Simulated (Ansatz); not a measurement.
A nudged elastic band was laid between two geometries of BrH + Cl3H2NZr (9 atoms, charge 0, multiplicity 1).

The calculation used RKS PBE/def2-SVP in Ansatz.

```
movable images  : 9
climbing image  : yes
spring          : 5.0 eV/Å²
optimiser       : quadratic models (default)
start path      : through a guess of the saddle point
force threshold : 0.05 eV/Å
iteration limit : 60
end points      : relaxed
```

Initial state:

```xyz
9
Properties=species:S:1:pos:R:3
Zr -0.090 0.183 -0.014
N 0.075 -0.083 2.006
H -0.697 -0.413 2.605
H 0.729 0.445 2.601
Cl 2.081 0.438 -0.861
Cl -1.283 2.177 -0.371
Cl -1.346 -1.611 -0.851
Br 1.813 -2.969 2.206
H 1.051 -1.705 2.136
```

Final state:

```xyz
9
Properties=species:S:1:pos:R:3
Zr 0.677 -0.268 0.063
N -0.302 -0.537 2.286
H -1.284 -0.225 2.316
H 0.203 0.005 3.002
Cl 1.611 0.004 -2.087
Cl 0.135 1.994 0.520
Cl -1.101 -1.738 -0.484
Br 2.688 -1.255 1.240
H -0.294 -1.518 2.601
```

(1) Which bonds break or form, and what moves?

(2) What energy profile does the band end with?

(3) What is the geometry of the highest image?

Results:

(1) Bonds broken: Br8–H9. Bonds formed: Zr1–Br8, N2–H9. BrH + Cl3H2NZr becomes BrCl3H3NZr.

(2) The run converged. The highest image is number 1 of 0 to 10, 1.2 kJ/mol above the first end and 162.9 kJ/mol above the last; the last end lies 161.8 kJ/mol below the first. A vibrational analysis at the climbing image gives no mode beyond 40i cm⁻¹: the surface is too flat there to confirm a saddle point. The orbitals stay closed-shell, which can raise the energy where a bond breaks towards radicals; this wasn't checked here.

```
image  path coordinate (Å)  energy (kJ/mol)  Br8–H9 (Å)  Zr1–Br8 (Å)  N2–H9 (Å)
    0                 0.00              0.0        1.48         4.30       1.90
    1                 0.71              1.2        1.51         3.69       1.76
    2                 1.26            -21.0        1.80         3.31       1.24
    3                 1.81            -92.2        2.06         2.86       1.07
    4                 2.36           -132.8        2.41         2.63       1.04
    5                 2.91           -141.8        2.71         2.59       1.03
    6                 3.46           -143.1        2.77         2.58       1.03
    7                 4.01           -146.3        2.85         2.57       1.03
    8                 4.56           -152.0        2.96         2.56       1.03
    9                 5.11           -158.6        3.09         2.54       1.03
   10                 5.66           -161.8        3.29         2.53       1.03
```

(3) 
```xyz
9
Properties=species:S:1:pos:R:3
Zr 0.004 0.027 0.073
N 0.064 -0.062 2.134
H -0.751 -0.321 2.709
H 0.678 0.535 2.706
Cl 2.160 0.379 -0.783
Cl -1.177 1.995 -0.414
Cl -1.323 -1.710 -0.774
Br 1.710 -2.811 1.693
H 0.967 -1.570 2.112
```

The run took 3.2 min on 4 threads of Intel(R) Xeon(R) 6975P-C (Granite Rapids) (shared host), peak memory 0.29 GiB.
